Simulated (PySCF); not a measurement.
## Shifts of the heteroatoms

Atoms are numbered as in `[CH3:1][O:2][C:3]([F:4])([F:5])[CH:6]([F:7])[F:8]`; H(Xn) means a hydrogen on atom n.

How the numbers were obtained: GIAO PBE0/pcSseg-1 shieldings, GFN2-xTB structure, in PySCF 2.14.0 with density-fitted response routines (averaged over atoms made equivalent by symmetry, fast rotation or ring inversion, no solvent model, one conformer, relativity neglected).

Q: What are the 19F shifts?

A: 
| atoms | environment | σ (ppm) | δ (ppm) |
| --- | --- | --- | --- |
| F4/F5 | fluorine of a CF2 group | 287.8 | -99.1 |
| F7/F8 | fluorine of a CF2 group | 327.8 | -135.2 |

Shieldings were converted by a linear fit to measured shifts: 19F (scatter 6.0 ppm rms, 7.0 ppm with the 5 outliers that the fit left out vs CFCl3, solution or neat liquid, with a term for F on sp3 carbon). A few per cent of atoms miss by over 2 rms, more outside the fitted compound classes.

On a 300 MHz spectrometer 19F resonates near 282.3 MHz, so 1 ppm is 282.3 Hz.

Q: What are the 17O shifts?

A: 
| atoms | environment | σ (ppm) | δ (ppm) |
| --- | --- | --- | --- |
| O2 | ether oxygen | 249.8 | 39.2 |

Shieldings were converted by a linear fit to measured shifts: 17O (scatter 10.7 ppm rms, 12.2 ppm with the 3 outliers that the fit left out vs liquid water, solution or neat liquid). Occasional misses reach two or three times the rms, and more in compound classes unlike the fitted ones.

On a 600 MHz spectrometer 17O resonates near 81.3 MHz, so 1 ppm is 81.3 Hz.
